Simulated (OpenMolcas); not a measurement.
# Tc4+ in a point-charge field

Tc4+ among 3 point charges of -0.65 e arranged as a planar triangle (D3h), 2.04 Å from the ion.
```
   2.0400    0.0000    0.0000  -0.65
  -1.0200    1.7667    0.0000  -0.65
  -1.0200   -1.7667    0.0000  -0.65
```

```yaml
Program: OpenMolcas 26.06
Method: "SS-CASPT2, IPEA 0.25 Eh, imaginary shift 0.1 Eh (closed shells correlated: 4s 4p)"
Basis: ANO-RCC-VDZP [6s5p3d1f]
Scalar_Hamiltonian: DKH2, point nucleus
Active_space: 3 electrons in 5 orbitals (4d)
State_averaging: 2S+1 = 4 even, 10 roots; 2S+1 = 2 even, 40 roots
Spin-orbit_coupling: state interaction with AMFI integrals over the reference wave functions
```

The lowest spin-free states (labels of D3, the rotations of D3h), above the lowest:

| State | Degeneracy | E (cm-1) | Free-ion L (%) |
| --- | --- | --- | --- |
| 4A1 | 1 | 0 | F (100) |
| 4A2 | 1 | 0 | F (100) |
| 4E | 2 | 980 | F (100) |
| 4A2 | 1 | 1160 | F (90) |
| 4E | 2 | 1430 | F (98) |
| 4A2 | 1 | 10390 | P (90) |
| 2A1 | 1 | 13170 | G (98) |
| 2E | 2 | 13290 | G (96) |
| 2E | 2 | 13850 | G (98) |
| 2A2 | 1 | 14330 | G (95) |
| 2A1 | 1 | 14340 | G (95) |
| 4E | 2 | 14770 | P (98) |
| 2E | 2 | 14820 | G (92) |
| 2A2 | 1 | 16140 | H (97) |
| 2E | 2 | 16300 | P (76) |
| 2E | 2 | 16370 | H (91) |
| 2E | 2 | 17030 | H (86) |
| 2E | 2 | 17810 | D (87) |
| 2A2 | 1 | 18230 | P (98) |
| 2A1 | 1 | 19160 | H (94) |

The lowest levels with spin-orbit coupling:

```csv
E (cm-1),Degeneracy,Label,2S+1,g
0,2,E3/2,4,0.00 0.00 0.37
990,2,E1/2,4,0.13 0.93 0.93
1110,2,E1/2,4,0.00 0.00 4.43
1800,2,E3/2,4,0.00 0.00 3.45
2000,2,E1/2,4,1.15 3.37 3.37
2340,2,E1/2,4,0.00 0.00 8.26
3040,2,E1/2,4,0.00 0.00 6.43
3100,2,E3/2,4,0.00 0.00 4.09
3390,2,E1/2,4,1.70 4.96 4.96
3620,2,E3/2,4,0.00 0.00 11.98
4370,2,E1/2,4,0.00 0.00 9.71
4730,2,E1/2,4,0.00 0.00 7.12
4760,2,E1/2,4,1.28 6.44 6.44
4780,2,E3/2,4,0.00 0.00 4.08
11970,2,E3/2,4,0.00 0.00 5.76
12170,2,E1/2,4,1.92 3.47 3.47
14540,2,E1/2,2,1.05 3.33 3.33
14930,2,E3/2,2,0.00 0.00 3.27
15230,2,E1/2,2,0.88 4.78 4.78
15350,2,E3/2,2,0.00 0.00 2.66
```

Powder χT (cm3 K/mol): 0.00552 at 2 K, 0.0107 at 10 K, 0.0364 at 50 K, 0.0686 at 100 K, 0.133 at 200 K, 0.2 at 300 K. The effective moment at 300 K is 2.828 √(χT) = 1.26 μB.

The lowest level has 2S+1 = 4, for which the spin-only value is χT = S(S+1) / 2 = 1.875 cm3 K/mol (g = 2). The computed 0.200 at 300 K differs by -1.675, through orbital momentum, spin-orbit coupling and any other state in reach.

Roots that are degenerate in the reference are averaged as groups; the widest CASPT2 spread within a group is 190 cm-1 (the 2-fold group of multiplicity 4 near 985 cm-1 above the lowest state of its run). Shifts and gaps below about the spread of the groups concerned are not significant. Spin-orbit coupling mixes the spin-free states strongly: the lowest level takes only 42 % from its leading state, 4A1. The ground term spreads over less than 5000 cm-1, several times less than with real ligands, so orbital moments are less quenched and χT lies further from the spin-only value than at real sites. Free-ion shares, where given, are those of the reference states; single-state CASPT2 does not remix them. This is an electrostatic model: the charges have no orbitals. No measured value stands beside these numbers.
